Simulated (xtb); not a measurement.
C5ClO5Re, SMILES [O+]#[C-]->[Re]([Cl])(<-[C-]#[O+])(<-[C-]#[O+])(<-[C-]#[O+])<-[C-]#[O+], multiplicity 1. All values are semi-empirical tight-binding results from xtb (GFN2-xTB unless named), good for trends rather than for accurate numbers. Geometry optimised at GFN2-xTB. The spin state was assumed, not searched. The isomer is the one that the SMILES or the coordinates give; other isomers of the formula were not compared.

For metal compounds this method's bond lengths and energies can be far off.

**Question.** Estimate the properties. (Estimate from the structure and the level; the computed values follow.)

**Answer.** 
```yaml
point_group_as_xtb_finds_it: C4v
orbital_gap: 2.28 eV
zero_point_energy: 25.6 kcal/mol
G − E(el) at 298.15 K (modified RRHO): -1.3 kcal/mol
```
